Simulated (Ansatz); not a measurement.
Two isomers of C2H7GeN: A = `C=N[CH2][GeH3]`, B = `C[C](=N)[GeH3]`.

Program: Ansatz. Geometries: PBE0-D4/def2-TZVP. ΔE: electronic, gas phase. CCSD(T)/CBS is the MP2 limit (def2-TZVPP, def2-QZVPP) plus CCSD(T) − MP2 in def2-TZVPP, frozen cores. Functionals use def2-TZVPP. B3LYP here is the variant with VWN-RPA as its local correlation; programs differ in this. For Ge outer-core shells are correlated without core-valence functions, which leaves a few kJ/mol of doubt a bond. Scalar relativity is left out up to krypton. Each species was taken in one conformer, which may not be the lowest.

A:

Z-matrix (Å, degrees):
```
C
N 1 1.432
Ge 1 1.975 2 109.2
H 1 1.093 2 109.3 3 -116.1
H 1 1.101 2 113.8 3 122.1
C 2 1.260 1 118.6 3 -110.4
H 3 1.535 1 110.1 2 -58.2
H 3 1.538 1 108.8 2 62.1
H 3 1.540 1 109.1 2 -178.6
H 6 1.089 2 119.3 1 178.5
H 6 1.099 2 123.2 1 -1.6
```

B:

```xyz
11

C    -0.154   -0.486    1.478
C    -0.272   -0.511   -0.013
N    -0.836   -1.496   -0.576
Ge    0.475    1.028   -1.015
H     0.897   -0.422    1.778
H    -0.600   -1.384    1.906
H    -0.652    0.399    1.887
H    -0.855   -1.398   -1.591
H     1.984    1.169   -0.748
H    -0.216    2.337   -0.594
H     0.230    0.765   -2.511
```

Task: Which is lower in electronic energy at CCSD(T)/CBS, and by how much? (Estimate.)

Result: The calculation gave: B, by 8.9 kcal/mol.

Task: Give E(B) − E(A) in kcal/mol with PBE0-D4, PBE-D4, B2PLYP, B3LYP-D4, ωB97M-V, r2SCAN-D4, HF/def2-TZVPP. (An estimate is asked.)

Result: Ansatz gave: PBE0-D4 -8.8, PBE-D4 -9.0, B2PLYP -8.4, B3LYP-D4 -8.4, ωB97M-V -8.9, r2SCAN-D4 -9.3, HF/def2-TZVPP -7.8. None reverses the order clearly.

Largest T1 diagnostic: 0.012.
